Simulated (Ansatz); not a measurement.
These are PBE0-D3(BJ)/def2-TZVP (Ansatz, an electronic-structure program) values and carry that method's errors. No frequencies were computed at this level.

Ansatz 0.2 input:
```yaml
crystal:
  periodic: [false, false, false]
  atoms:
    - { symbol: C, position_ang: [1.762284, 0.427011, 0.78845] }
    - { symbol: C, position_ang: [1.090122, -0.44307, 0.102399] }
    - { symbol: C, position_ang: [0.387385, -1.290432, -0.580782] }
    - { symbol: S, position_ang: [-1.318142, -1.083051, -1.003987] }
    - { symbol: C, position_ang: [-1.656988, 0.523351, -0.237118] }
    - { symbol: H, position_ang: [1.828559, 0.37575, 1.864783] }
    - { symbol: H, position_ang: [2.31524, 1.223292, 0.313365] }
    - { symbol: H, position_ang: [0.782099, -2.217363, -0.963265] }
    - { symbol: H, position_ang: [-1.003247, 1.27378, -0.672332] }
    - { symbol: H, position_ang: [-1.491767, 0.452342, 0.834157] }
    - { symbol: H, position_ang: [-2.695548, 0.758389, -0.445671] }
basis:
  gaussian: { orbitals: def2-tzvp }
hamiltonian:
  xc: pbe0
  dispersion: d3bj
relax:
  max_steps: 150
```

Output:

```
Functional definition: PBE0
1255 factors; their error is unknown
mean field evaluation 1: about -15061.9149 eV, gradient 6.6e1 eV
mean field evaluation 2: about -15053.7425 eV, gradient 8.3e1 eV
mean field evaluation 4: about -15072.1646 eV, gradient 7.2e0 eV
mean field evaluation 8: about -15072.2828 eV, gradient 3.0e-1 eV
mean field evaluation 16: about -15072.3013 eV, gradient 4.8e-3 eV
mean field -15072.30127606 eV, -553.8968555225 hartree, gradient 4.6e-5 eV, S^2 0.000000; 0 other end points of the search recorded, 0 dependent functions left out
reference -15072.30130555 eV, -553.8968566063 hartree; 23, 23 occupied and 174, 174 virtual orbitals, 1255 factors
relax step   1: F+E_penalty+E_count = -15072.52154866 eV  Δ(F+E_penalty+E_count) = +0.000e0 eV  max|allowed force component| = 7.841e-1 eV/Å  Δτ_max = 0.0000 Å  (31 SCF iters, accepted)
these checks for a lower state are left out or cut short: starts, cluster_reference, orbital_swaps, neighbouring_geometries, increment
1255 factors; their error is unknown
mean field -15072.26803898 eV, -553.8956340823 hartree, gradient 7.8e-6 eV, S^2 0.000000; 0 other end points of the search recorded, 0 dependent functions left out
reference -15072.26806831 eV, -553.8956351602 hartree; 23, 23 occupied and 174, 174 virtual orbitals, 1255 factors
relax step   2: F+E_penalty+E_count = -15072.48755384 eV  Δ(F+E_penalty+E_count) = +3.399e-2 eV  max|allowed force component| = 6.947e-1 eV/Å  Δτ_max = 0.0790 Å  (31 SCF iters, rejected (line search))
these checks for a lower state are left out or cut short: starts, cluster_reference, orbital_swaps, neighbouring_geometries, increment
1255 factors; their error is unknown
mean field evaluation 32: about -15072.3074 eV, gradient 4.6e-3 eV
mean field -15072.30742026 eV, -553.8970813176 hartree, gradient 1.1e-5 eV, S^2 0.000000; 0 other end points of the search recorded, 0 dependent functions left out
reference -15072.30744974 eV, -553.8970824009 hartree; 23, 23 occupied and 174, 174 virtual orbitals, 1255 factors
relax step   3: F+E_penalty+E_count = -15072.52720732 eV  Δ(F+E_penalty+E_count) = -5.659e-3 eV  max|allowed force component| = 4.361e-1 eV/Å  Δτ_max = 0.0386 Å  (34 SCF iters, accepted)
these checks for a lower state are left out or cut short: starts, cluster_reference, orbital_swaps, neighbouring_geometries, increment
1255 factors; their error is unknown
mean field -15072.32037434 eV, -553.8975573714 hartree, gradient 1.1e-5 eV, S^2 0.000000; 0 other end points of the search recorded, 0 dependent functions left out
reference -15072.32040429 eV, -553.8975584719 hartree; 23, 23 occupied and 174, 174 virtual orbitals, 1255 factors
relax step   4: F+E_penalty+E_count = -15072.53795283 eV  Δ(F+E_penalty+E_count) = -1.075e-2 eV  max|allowed force component| = 2.349e-1 eV/Å  Δτ_max = 0.0999 Å  (32 SCF iters, accepted)
these checks for a lower state are left out or cut short: starts, cluster_reference, orbital_swaps, neighbouring_geometries, increment
1255 factors; their error is unknown
mean field -15072.27316218 eV, -553.8958223565 hartree, gradient 2.0e-5 eV, S^2 0.000000; 0 other end points of the search recorded, 0 dependent functions left out
reference -15072.27319217 eV, -553.8958234584 hartree; 23, 23 occupied and 174, 174 virtual orbitals, 1255 factors
relax step   5: F+E_penalty+E_count = -15072.49041366 eV  Δ(F+E_penalty+E_count) = +4.754e-2 eV  max|allowed force component| = 5.201e-1 eV/Å  Δτ_max = 0.1150 Å  (31 SCF iters, rejected (line search))
these checks for a lower state are left out or cut short: starts, cluster_reference, orbital_swaps, neighbouring_geometries, increment
1255 factors; their error is unknown
mean field -15072.32071819 eV, -553.8975700077 hartree, gradient 1.1e-5 eV, S^2 0.000000; 0 other end points of the search recorded, 0 dependent functions left out
reference -15072.32074806 eV, -553.8975711052 hartree; 23, 23 occupied and 174, 174 virtual orbitals, 1255 factors
relax step   6: F+E_penalty+E_count = -15072.53840271 eV  Δ(F+E_penalty+E_count) = -4.499e-4 eV  max|allowed force component| = 2.201e-1 eV/Å  Δτ_max = 0.0449 Å  (33 SCF iters, accepted)
these checks for a lower state are left out or cut short: starts, cluster_reference, orbital_swaps, neighbouring_geometries, increment
1255 factors; their error is unknown
mean field -15072.32555279 eV, -553.8977476757 hartree, gradient 1.1e-5 eV, S^2 0.000000; 0 other end points of the search recorded, 0 dependent functions left out
reference -15072.32558267 eV, -553.8977487737 hartree; 23, 23 occupied and 174, 174 virtual orbitals, 1255 factors
relax step   7: F+E_penalty+E_count = -15072.54350116 eV  Δ(F+E_penalty+E_count) = -5.098e-3 eV  max|allowed force component| = 4.623e-2 eV/Å  Δτ_max = 0.0247 Å  (33 SCF iters, accepted)
these checks for a lower state are left out or cut short: starts, cluster_reference, orbital_swaps, neighbouring_geometries, increment
1255 factors; their error is unknown
mean field evaluation 64: about -15072.3077 eV, gradient 5.0e-3 eV
mean field -15072.32546403 eV, -553.8977444140 hartree, gradient 1.1e-5 eV, S^2 0.000000; 0 other end points of the search recorded, 0 dependent functions left out
reference -15072.32549391 eV, -553.8977455121 hartree; 23, 23 occupied and 174, 174 virtual orbitals, 1255 factors
relax step   8: F+E_penalty+E_count = -15072.54343087 eV  Δ(F+E_penalty+E_count) = +7.029e-5 eV  max|allowed force component| = 5.967e-2 eV/Å  Δτ_max = 0.0158 Å  (32 SCF iters, rejected (line search))
these checks for a lower state are left out or cut short: starts, cluster_reference, orbital_swaps, neighbouring_geometries, increment
1255 factors; their error is unknown
mean field -15072.32574535 eV, -553.8977547523 hartree, gradient 1.1e-5 eV, S^2 0.000000; 0 other end points of the search recorded, 0 dependent functions left out
reference -15072.32577521 eV, -553.8977558495 hartree; 23, 23 occupied and 174, 174 virtual orbitals, 1255 factors
relax step   9: F+E_penalty+E_count = -15072.54385922 eV  Δ(F+E_penalty+E_count) = -3.581e-4 eV  max|allowed force component| = 4.838e-3 eV/Å  Δτ_max = 0.0059 Å  (33 SCF iters, accepted)
1255 factors; their error is unknown
mean field evaluation 96: about -15072.3257 eV, gradient 3.3e-2 eV
mean field -15072.32574535 eV, -553.8977547523 hartree, gradient 1.1e-5 eV, S^2 0.000000; 1 other end points of the search recorded, 0 dependent functions left out
reference -15072.32577521 eV, -553.8977558495 hartree; 23, 23 occupied and 174, 174 virtual orbitals, 1255 factors
Total energy: -15072.54388908 eV, -553.9057713865 hartree
Atom 0 at     1.819552     0.410324     0.798391 Å, force     0.004813     0.004838     0.004402 eV/Å
Atom 1 at     1.093588    -0.424612     0.114070 Å, force    -0.001904    -0.002009    -0.001860 eV/Å
Atom 2 at     0.366504    -1.260048    -0.571152 Å, force    -0.002676    -0.002141    -0.002437 eV/Å
Atom 3 at    -1.319241    -1.074392    -1.003464 Å, force     0.001383    -0.001926    -0.000110 eV/Å
Atom 4 at    -1.690485     0.509588    -0.256111 Å, force    -0.002320     0.001036    -0.000216 eV/Å
Atom 5 at     1.893168     0.343651     1.880564 Å, force    -0.000038     0.000738    -0.000805 eV/Å
Atom 6 at     2.388898     1.197976     0.312159 Å, force    -0.000398    -0.000389     0.001006 eV/Å
Atom 7 at     0.796127    -2.186861    -0.940304 Å, force    -0.001704     0.000872    -0.000146 eV/Å
Atom 8 at    -1.066025     1.295191    -0.682914 Å, force     0.000162    -0.000957     0.000196 eV/Å
Atom 9 at    -1.544219     0.472104     0.823931 Å, force     0.000656    -0.000228    -0.000834 eV/Å
Atom 10 at    -2.737869     0.717079    -0.475171 Å, force     0.002027     0.000165     0.000804 eV/Å
Dipole moment:     0.027974     0.230151     0.134469 e Å
```

Cost: around 90 core-seconds (rough).
